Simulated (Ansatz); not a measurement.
`[SiH3]C#CS`. The species carries charge 0 and has multiplicity 1.

Cartesian coordinates in Å:
```
Si -1.4599 0.7248 -0.0922
C 0.2309 0.0654 -0.0153
C 1.3537 -0.3918 0.0392
S 2.9501 -0.8962 0.0929
H -1.6450 1.7667 0.9485
H -1.7135 1.3186 -1.4287
H -2.4141 -0.3869 0.1445
H 2.6977 -2.2007 0.3111
```

**Question.** Give the diagnostics of a CCSD(T)/def2-TZVPP run (frozen core, the Gaussian-basis code of Ansatz). (An estimate is asked.)

**Answer.** Computed: T1 = 0.0134, largest single amplitude 0.022, largest double 0.045, (T) share of the correlation energy 4.8 %, 10 CCSD cycles. The RHF solution is stable towards an unrestricted one. T1 lies under the customary mark of 0.02 for closed shells.
